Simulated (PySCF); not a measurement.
Cd: excitation energy

Cd [Kr] 4d10 5s2 (1S) → Cd [Kr] 4d9 5s2 5p1 (high-spin determinant), as a difference of total energies. Calculation: PySCF 2.14, in x2c-TZVPPall; the spin-free X2C one-electron Hamiltonian (Gaussian nucleus). Correlated levels: valence: [Kr] frozen. The calculations carry no spin-orbit coupling.

```
           method  excitation energy (eV)
              UHF                  10.817
    MP2 (valence)                  12.433
SCS-MP2 (valence)                  12.284
   CCSD (valence)                  12.027
CCSD(T) (valence)                  12.084
```

**Question.** How much does correlation contribute at CCSD(T) (valence)?

**Answer.** 12.084 − (10.817) = 1.267 eV, measured against UHF.

The upper state lies above the first ionisation limit, where it may autoionise and the basis confines it.

The basis was made for the ground configuration and has no added diffuse functions, so the excitation energy can come out too high.

The determinant of the upper state mixes LS terms, which raises its energy above the lowest term, most at the Hartree-Fock and MP2 levels.
